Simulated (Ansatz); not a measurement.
Which isomer of CH4AlClSi gives these data?

These gas-phase data were calculated for one isomer of CH4AlClSi at PBE0-D3(BJ)/def2-SVP (harmonic, unscaled wavenumbers; equilibrium rotational constants with average atomic masses):

| Item | Value |
| --- | --- |
| rotational constants | 6.092, 1.796, 1.387 GHz |
| all wavenumbers above 1500 cm⁻¹ | 3183, 2295, 2255, 1972 |

Candidates:

(1) `[Cl][Al]1[CH2][SiH2]1`, a singlet
(2) `C=[SiH][AlH][Cl]`, a singlet
(3) `[SiH2]=[CH][AlH][Cl]`, a singlet

Task: Which structure fits?

Result: Candidate (3). The band at 1972 cm⁻¹ lies where the Al–H stretch is expected; (1) has no mode between 1700 and 2050 cm⁻¹. 2 modes lie between 2000 and 2380 cm⁻¹, one for each Si–H bond, while (2) has 1.

The same quantities for all candidates:

```
     rotational constants (GHz)  wavenumbers above 1500 cm⁻¹  E above the lowest, PBE0-D3(BJ)/def2-SVP (kcal/mol)
(1)          12.5, 1.439, 1.321       3165, 3051, 2225, 2208                                                  0.1
(2)         13.15, 1.243, 1.136       3264, 3161, 2242, 1966                                                  4.6
(3)         6.092, 1.796, 1.387       3183, 2295, 2255, 1972                                                  0.0
```

Harmonic stretches to hydrogen usually lie a few per cent above observed fundamentals. Each candidate is one conformer. Programs: Ansatz 0.2.0.
